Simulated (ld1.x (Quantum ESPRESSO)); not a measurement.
In (Z = 49): one change to a TM potential, before and after

- Element: indium (In)
- Generator: ld1.x (Quantum ESPRESSO) 7.5
- Type: norm-conserving Troullier–Martins (Kleinman–Bylander form)
- Functional: PBE
- Relativity: scalar-relativistic
- Frozen core: [Kr]
- Valence charge: 13
- Reference configuration: 4d10 5s2 5p0 (charge +1)
- Partial waves: 5s (bound): rc 2.20 bohr; 5p (bound, empty): rc 2.45 bohr; 4d (bound): rc 1.00 bohr
- Local potential: all-electron potential smoothed inside 2.00 bohr (lloc = -1)
- Core correction: none

Change: wave 5s (bound): rc 2.20 bohr becomes 5s (bound): rc 1.50 bohr.

Cutoffs: the cutoffs (Ry, on a coarse ladder) from which the occupation-weighted sum of valence levels, in a spherical-Bessel basis at the reference potential, stays within 10 and 1 mRy of its value at 400 Ry; they do not see the model core or the augmentation charge, which bear on the density cutoff. Errors are all-electron minus pseudo energies relative to the spin-unpolarised reference configuration.

Question: What does the change do?

Answer: The potential gets harder (100 Ry and 140 Ry → 110 Ry and 160 Ry); both files keep a bound ghost (s); of the 7 tests that both files solve, the error grows in 5 and shrinks in 1 by more than 15 % and 0.3 meV (median size 58.9 → 39.6 meV). A smaller radius makes the pseudo-wave follow the all-electron one further in, where it bends more sharply, so more plane waves are needed.

```tsv
quantity	base	changed
cutoff, loose	100 Ry	110 Ry
cutoff, tight	140 Ry	160 Ry
loose cutoff by channel (10 mRy a level)	s 8 Ry, d 80 Ry	s 35 Ry, d 80 Ry
bound ghosts	s	s
error for 4d10 5s2 5p1, meV [ΔE -5.36 eV]	+5.6	+5.8
error for 4d10 5s1 5p0, meV [ΔE 19.23 eV]	+17	+40
error for 4d10 5s0 5p0, meV [ΔE 47.55 eV]	+61	+76
error for 4d9 5s2 5p2, meV [ΔE 12.94 eV]	-59	+436
error for 4d9 5s2 5p1, meV [ΔE 19.75 eV]	+60	+697
error for 4d10 5s0 5p3, meV [ΔE 6.58 eV]	+1.4	-20
error for 4d9 5s0 5p0, meV [ΔE 103.94 eV]	+101	-37
s: phases at 2.66 bohr within 0.05 rad from the reference energy up to (Ry; the scan ends near 5)	-0.6	-0.8
p: phases at 2.66 bohr within 0.05 rad from the reference energy up to (Ry; the scan ends near 5)	1.3	1.3
d: phases at 2.66 bohr within 0.05 rad from the reference energy up to (Ry; the scan ends near 5)	0.5	0.5
```

Changed file: These tests converged, but a pseudo level misses the all-electron one widely, so the file describes the atom poorly there or has found another state: 4d9 5s0 5p0: empty 5s by 6.7 eV. A true bound ghost makes a file unfit for plane-wave use even where its test errors are small: the radial tests pick states by their node count and pass the ghost by.
